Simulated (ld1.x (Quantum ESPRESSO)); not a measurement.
**helium (He): excitation energies, all-electron against ultrasoft**

- Element: He (Z = 2)
- Generator: ld1.x (Quantum ESPRESSO) 7.5
- Type: ultrasoft
- Functional: LDA (PZ)
- Relativity: scalar-relativistic
- Frozen core: none
- Valence charge: 2
- Reference configuration: 1s2
- Partial waves: 1s (bound): rcut 0.70, rcutus 0.85 bohr; 1s channel at 0.15 Ry: rcut 0.70, rcutus 0.85 bohr; 2p channel at 0.4 Ry: rcut 0.75, rcutus 0.90 bohr; 2p channel at 2.25 Ry: rcut 0.75, rcutus 0.90 bohr
- Local potential: all-electron potential smoothed inside 0.70 bohr (lloc = -1)
- Core correction: none
- Augmentation charge: PSQ, radius 0.75 bohr

Energies are relative to the spin-unpolarised reference configuration 1s2; without spin polarisation the order of configurations can differ from experiment. Spin-polarised rows fill each open shell by Hund’s rule, majority spin first.

Give the all-electron excitation energy and the error of the potential for: 1s1; 1s1.5; 1s1 (spin-polarised); 1s1.5 (spin-polarised).

| valence configuration | charge | ΔE all-electron (eV) | error AE − PS (meV) |
| --- | --- | --- | --- |
| 1s1 | +1 | 26.485 | +12 |
| 1s1.5 | +0.5 | 10.375 | +1.7 |
| 1s1 (spin-polarised) | +1 | 24.284 | -8.1 |
| 1s1.5 (spin-polarised) | +0.5 | 10.024 | -1.2 |
